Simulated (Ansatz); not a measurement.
H$_{2}$InS$_{2}$, SMILES `[SH][In][SH]` radical, relaxed with UKS PBE0-D4/def2-TZVP in Ansatz 0.2.0 from a PBE-D4/def2-SVP geometry. The force threshold is 0.005 eV/Å; the program also tests the step.

Charge 0, multiplicity 2. In: def2 effective core potential.

Start:

```xyz
5

S    -0.173   -2.091    0.362
In    1.177   -0.056    0.915
S     0.430    2.078   -0.159
H    -1.217   -1.288    0.002
H    -0.217    1.356   -1.121
```

(1) How much energy does the relaxation release, and in how many steps? (Estimate.)

(2) Which bonds change most? (An estimate is asked.)

(3) Give the relaxed structure. (Best estimate.)

Results:

(1) The calculation gave: 1.24 kcal/mol, in 19 steps, 4 of them rejected.

(2) The calculation gave: In2–S3 from 2.503 to 2.433 Å; S1–In2 from 2.503 to 2.433 Å; S1–H4 from 1.366 to 1.345 Å; S3–H5 from 1.366 to 1.345 Å.

(3) Computed: 
```xyz
5

S    -0.256   -2.005    0.565
In    1.159   -0.055    0.903
S     0.604    1.989   -0.295
H    -1.049   -1.338   -0.293
H    -0.459    1.409   -0.881
```
